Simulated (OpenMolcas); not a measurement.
Co2+ with 6 ligands (chloride) in octahedral coordination (Oh). A charge of +0.667 e stands 2.6 Å behind each ligand. Ligand basis ANO-RCC-VDZP.

- Program: OpenMolcas 26.06
- Method: CASSCF
- Basis: ANO-RCC-VTZP [6s5p3d2f1g]
- Scalar Hamiltonian: DKH2, point nucleus
- Active space: 7 electrons in 5 orbitals (3d)
- State averaging: 2S+1 = 4 even, 10 roots; 2S+1 = 2 even, 40 roots
- Spin-orbit coupling: state interaction with AMFI integrals over the reference wave functions

All ligands move together. At R = 2.36 Å |10Dq| is 5370 cm-1, and at R = 2.62 Å it is 2618 cm-1.

Q: A third run gives 3634 cm-1. What distance was it run at?

A: With a power law R^-n the two known points give n = -ln(2618 / 5370) / ln(2.62 / 2.36) = 6.87. Then R = 2.36 × (5370 / 3634)^(1/6.87) = 2.498 Å. The run was at 2.5 Å, so the estimate is off by -0.002 Å.

An orbital triplet at a regular site is open to Jahn-Teller coupling, which can distort the site and quench the lowest spin-orbit gaps and is left out. Without dynamic correlation the repulsion within the d shell is too large (B by tens of per cent), so at a given field states of lower spin stand too high. Ligand-to-metal charge-transfer states are missing. With no ligand orbital active B as a rule stays too high, so bands that hang on it stand too high and its fall with covalency is understated. With metal d orbitals alone and no dynamic correlation the field as a rule comes out too small, by tens of per cent, by up to half for chloride and softer ligands, and with too little covalency χT stands high. No measured value stands beside these numbers; the geometry is a model, was not optimised and need not be the one that this ion takes.
